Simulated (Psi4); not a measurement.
V (SMILES [V]), quartet. Base run: PBE0/def2-SV(P) run with Psi4.

The Psi4 input:
```
memory 2 GB

molecule {
0 4
V     0.00000000    0.00000000    0.00000000
}

set {
  basis def2-sv(p)
  reference uks
}

energy('pbe0')
print_variables()
```

Each row names what was changed in the base input (with any setting that the change needs).

| change | ΔE vs base (mEh) | SCF cycles | grid points | basis functions | outcome |
|---|---|---|---|---|---|
| base | 0.000 | 18 | 21738 | 24 | converged |
| df_basis_scf = cc-pvtz-jkfit | - | - | - | 24 | input refused |
| scf_type = mem_df | 0.000 | 18 | 21738 | 24 | converged |
| dft_radial_points = 99 | -0.010 | 19 | 28388 | 24 | converged |
| e_convergence = 1e-10 | 0.000 | 19 | 21738 | 24 | converged |
| level_shift = 0.3 | 10.523 | 13 | 21738 | 24 | another SCF solution |
| dft_spherical_points = 194 | 0.004 | 18 | 13962 | 24 | converged |
| scf_type = dfdirj+link | -0.007 | 18 | 21738 | 24 | converged |
| level_shift = 1.0 | 0.000 | 19 | 21738 | 24 | converged |
| dft_pruning_scheme = robust | -0.004 | 18 | 14724 | 24 | converged |
| dft_radial_points = 50 | -0.317 | 22 | 14496 | 24 | converged |
| d_convergence = 1e-8 | 0.000 | 21 | 21738 | 24 | converged |
| guess = huckel | -0.192 | 19 | 21738 | 24 | another SCF solution |

A guess, shift, damping, solver or small numerical setting can't move a converged solution much, so rows marked as another SCF solution ended in a different state.

Open shells are given as the SCF converged; they aren't shown to be the lowest states, and a large step between rows can be another state.

- df_basis_scf = cc-pvtz-jkfit: ended with `psi4.driver.qcdb.exceptions.BasisSetNotFound: BasisSet::construct: Unable to find a basis set for atom 1 for key JKFIT among:`
